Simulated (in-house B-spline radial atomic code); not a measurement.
Checks on a self-consistent run for the fluorine ion F⁶⁺, [He] 3s1. Computed with a radial B-spline atomic code at the basis-set limit: Dirac-Hartree-Fock, average of configuration, Fermi nucleus of rms radius 2.8976 fm.

```csv
orbital,q,ε (Eh),<1/r>,<r²>,small-component weight
1s1/2,2,-34.35480,8.70307,0.040505,0.0010054
3s1/2,1,-2.91046,0.812737,3.70735,7.8611e-05
```

Electron-electron repulsion V_ee = 6.8555 hartree.

(1) What total energy follows from the eigenvalues?

(2) Does the Dirac virial theorem hold?

(3) What diamagnetic shielding (Lamb formula) and susceptibility (Langevin formula) do the radii give?

Answers

(1) The eigenvalues count the repulsion twice, so E = Σqε - V_ee = -71.620 - 6.855 = -78.476 hartree; the run printed -78.476.

(2) For a point nucleus E = -2c²Σq·w, with w the small-component weight. Here Σq·w = 0.0020895 and c = 137.0360, so the ratio E/(-2c²Σq·w) is 1.000001.

(3) σ = (α²/3)Σq<1/r> = 18.2189/(3·137.036²) = 323.39 ppm, and χ = -0.79199×10⁻⁶·Σq<r²> = -3×10⁻⁶ cm³/mol with Σq<r²> = 3.7884 bohr². Both are non-relativistic formulas without the paramagnetism of open shells.
